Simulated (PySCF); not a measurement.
## Correlation energy of Sb²⁺ (antimony, charge +2)

[Kr] 4d10 5s2 5p1, 2P determinant. Computed with PySCF 2.14 in aug-cc-pVQZ-DK3 (9s8p6d3f2g, 102 functions), with scalar relativity by spin-free X2C-1e. Frozen: [Kr] 4d10; 3 electrons correlated.

| level | correlation energy (mhartree) |
| --- | --- |
| CCSD | -47.05 |
| (T) | -0.66 |
| CCSD(T) | -47.71 |

Diagnostics: T1 = 0.0087, D1 = 0.0197, largest double amplitude 0.094.

Cost of the coupled-cluster step: about 26 core-seconds, for 3 correlated electrons.

Iterations:

```
CC2 = 0
CCSD nocc = (np.int64(2), np.int64(1)), nmo = (79, 79)
frozen orbitals [[0, 1, 2, 3, 4, 5, 6, 7, 8, 9, 10, 11, 12, 13, 14, 15, 16, 17, 18, 19, 20, 21, 22], [0, 1, 2, 3, 4, 5, 6, 7, 8, 9, 10, 11, 12, 13, 14, 15, 16, 17, 18, 19, 20, 21, 22]]
max_cycle = 100
direct = 0
conv_tol = 1e-08
conv_tol_normt = 1e-06
diis_space = 8
diis_start_cycle = 0
Init t2, MP2 energy = -0.036177219998372
Init E_corr(UCCSD) = -0.0361772200020041
cycle = 1  E_corr(UCCSD) = -0.043245399502958  dE = -0.0070681795  norm(t1,t2) = 0.0408382
cycle = 2  E_corr(UCCSD) = -0.0455563686085387  dE = -0.00231096911  norm(t1,t2) = 0.0164573
cycle = 3  E_corr(UCCSD) = -0.0470622221033123  dE = -0.00150585349  norm(t1,t2) = 0.0071543
cycle = 4  E_corr(UCCSD) = -0.047048388707625  dE = 1.38333957e-05  norm(t1,t2) = 0.000751749
cycle = 5  E_corr(UCCSD) = -0.0470551892077402  dE = -6.80050012e-06  norm(t1,t2) = 8.38157e-05
cycle = 6  E_corr(UCCSD) = -0.0470536277019211  dE = 1.56150582e-06  norm(t1,t2) = 1.14324e-05
cycle = 7  E_corr(UCCSD) = -0.0470540150272523  dE = -3.87325331e-07  norm(t1,t2) = 2.51759e-06
cycle = 8  E_corr(UCCSD) = -0.0470539889311566  dE = 2.60960957e-08  norm(t1,t2) = 5.40667e-07
cycle = 9  E_corr(UCCSD) = -0.0470539753767072  dE = 1.35544494e-08  norm(t1,t2) = 1.17096e-07
cycle = 10  E_corr(UCCSD) = -0.0470539794763129  dE = -4.09960565e-09  norm(t1,t2) = 2.51417e-08
UCCSD converged
E(UCCSD) = -6476.854372969815  E_corr = -0.04705397947631289
UCCSD(T) correction = -0.000655366763838436
```
